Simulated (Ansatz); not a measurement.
Consider the atomization: `[SiH3][Si]([SiH3])([SiH3])[SiH3]` → 12 H• + 5 Si•.

Isolated molecules relaxed with PBE0-D4/def2-TZVP in Ansatz; ΔE leaves out vibrations. CCSD(T)/CBS is the MP2 limit (def2-TZVPP, def2-QZVPP) plus CCSD(T) − MP2 in def2-TZVPP, frozen cores. This one scheme is used for every species, atoms too. Functionals use def2-TZVPP. No spin–orbit coupling; open shells (•) take unrestricted orbitals. Spin–orbit coupling would lower the free atoms: a little for Si.

Q: What is ΔE at CCSD(T)/CBS? (An estimate is asked.)

A: Computed: +1179.7 kcal/mol.

Q: What do these levels give: PBE0-D4, r2SCAN0-D4, ωB97M-V, r2SCANh, BHLYP, MP2/def2-QZVPP? (Estimate.)

A: The calculation gave: PBE0-D4 1163.5, r2SCAN0-D4 1173.9, ωB97M-V 1175.1, r2SCANh 1172.7, BHLYP 1155.2, MP2/def2-QZVPP 1149.5 kcal/mol.

Largest T1 diagnostic among the species: 0.014.

Leaving LDA and LC-ωPBE aside and taking each functional with its dispersion term where it has one, the values, not all of them listed here, spread over 42.2 kcal/mol, from revPBE-D4 to ωB97X-V. LDA lies +137.0 kcal/mol from PBE without D4, its usual overbinding. From PBE to PBE0 (25 % exact exchange), in def2-TZVPP and without D4, ΔE moves by +4.8 kcal/mol. At CCSD(T), def2-SVP lies −79.5 kcal/mol from the extrapolated value and def2-TZVPP −29.4 kcal/mol: correlation converges slowly with the basis, and small sets miss more of it in the bonded molecule than in its fragments.

For atomizations the MP2-based limit and the directly extrapolated one differ by several kJ/mol either way, and by 10 to 25 for some Ge, Se and Sn compounds, so smaller differences from it don't rank the levels.
